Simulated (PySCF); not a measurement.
# Two-component Hartree-Fock for Hf (hafnium, neutral)

Start: [Xe] 4f14 5d2 6s2; 5d5/2 filled at m_j = +3/2, +5/2. Calculated with PySCF 2.14 in x2c-SVPall-2c with one added diffuse shell each of s, d type (8s9p10d2f, 99 functions): generalised Hartree-Fock with the X2C-1e Hamiltonian and a Gaussian nucleus; one run each with spin-orbit coupling (SO) switched off, then screened by Boettger's factors. This is a chosen level, not necessarily the ground level.

```
spinor shell  electrons  ε, spin-free (eV)  ε, screened SO (eV)  weight of nominal j (screened SO)  rms radius, screened SO (bohr)
       1s1/2          2           -65688.0             -65670.0                              1.000                          0.0215
       2s1/2          2           -11371.5             -11366.0                              1.000                          0.0869
       2p1/2          2            -9986.7             -10836.2                              1.000                          0.0740
       2p3/2          4            -9986.7              -9638.2                              1.000                          0.0812
       3s1/2          2            -2650.9              -2649.2                              1.000                           0.222
       3p1/2          2            -2229.7              -2414.3                              1.000                           0.214
       3p3/2          4            -2229.7              -2152.9                              1.000                           0.228
       3d3/2          4            -1726.3              -1759.4                              1.000                           0.202
       3d5/2          6            -1726.3              -1702.9                              1.000                           0.206
       4s1/2          2            -564.77              -564.39                              1.000                           0.498
       4p1/2          2            -424.01              -466.62                              1.000                           0.508
       4p3/2          4            -424.01              -406.35                              1.000                           0.541
       4d3/2          4            -238.58              -245.23                              1.000                           0.571
       4d5/2          6            -238.58              -233.97                              1.000                           0.583
       5s1/2          2            -80.430              -80.479                              1.000                            1.23
       5p1/2          2            -43.797              -49.019                              0.988                            1.42
       5p3/2          4            -43.797              -41.722                              0.994                            1.47
       4f5/2          6            -31.250              -32.131                              0.995                           0.744
       4f7/2          8            -31.250              -30.480                              0.996                           0.751
       5d5/2          2             -7.219               -7.085                              0.815                            2.64
       6s1/2          2             -6.540               -6.578                              0.992                            3.95
```

| quantity | spin-free | screened SO |
| --- | --- | --- |
| E (hartree) | -15066.23570 | -15081.97507 |
| M_J | 4 | 4 |
| ⟨J²⟩ | 20.082 | 20.185 |
| ⟨L²⟩ | 12.053 | 12.445 |
| ⟨S²⟩ | 2.028 | 2.066 |

Each row is a mean over spinors that exchange with the open shell spreads, by up to 3.931 eV (5p3/2).

Rows whose weight is well below 1 are mixtures of j = l ± 1/2: exchange outweighs spin-orbit coupling there, and the label is only the starting occupation.

⟨J²⟩ departs a little from M_J(M_J + 1) because the unrestricted spinors polarise the closed shells.

Breit and QED terms are absent; they matter most for the inner s and p1/2 levels.

Densities and radii are taken from the X2C orbitals without a picture-change correction, which distorts them close to the nucleus.

Without spin-orbit coupling the j labels of p, d and f shells carry no meaning; the spin-free column gives the mean over the occupied spinors of each nl shell.
